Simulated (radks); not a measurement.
The numbers below are computed, except where a source is named.
Spherical jellium clusters: N electrons in a uniform positive sphere of charge N and radius rs N^(1/3), rs = 2.04 bohr. Level of theory: non-relativistic Kohn-Sham, PBEsol, spin-polarised, spherical densities (a radial shooting solver with Libxc functionals). Levels are named by radial order and angular momentum (1s, 1p, 1d, 2s, ...), and open shells are averaged over m.

N = 21, configuration 1s2 1p6 1d10 2s2 1f(up 1, down 0). This is the lowest configuration that the search found. Occupied and some empty levels:

level,occupation,eigenvalue (eV),<r> (bohr)
1s up,1,-12.100,3.433
1s down,1,-12.051,3.404
1p up,3,-9.1139,4.230
1p down,3,-9.0155,4.205
1d up,5,-5.6423,4.899
1d down,5,-5.5038,4.879
2s up,1,-4.7064,4.588
2s down,1,-4.5967,4.584
1f up,1,-1.9588,5.718
1f down,0,-1.7938,5.714
2p up,0,-1.5440,6.705
2p down,0,-1.4249,6.716

Energy (eV): total -5.75316, kinetic 117.45, external -2450.7, Hartree 1179.0, exchange-correlation -130.77, background 1279.3.
